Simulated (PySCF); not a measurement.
How methods differ on the ionisation energy of In+

In+ [Kr] 4d10 5s2 (1S) → In(2+) [Kr] 4d10 5s1 (2S), as a difference of total energies. All numbers are calculated (PySCF 2.14, a scalar-relativistic core potential, in aug-cc-pVTZ-PP with ECP28MDF (6s5p4d2f, 55 functions)). Correlated levels: valence: 4s2 4p6 4d10 frozen. The calculations carry no spin-orbit coupling.

| method | ionisation energy (eV) | error (eV) |
| --- | --- | --- |
| UHF | 17.012 | -1.858 |
| MP2 (valence) | 17.646 | -1.224 |
| SCS-MP2 (valence) | 17.773 | -1.097 |
| CCSD (valence) | 17.902 | -0.968 |

Reference: 18.870 eV (measured; NIST Atomic Spectra Database, ionization energies).

Errors of the correlated levels include the incompleteness of this basis and the frozen core.

With two correlated electrons CCSD is exact in that space.
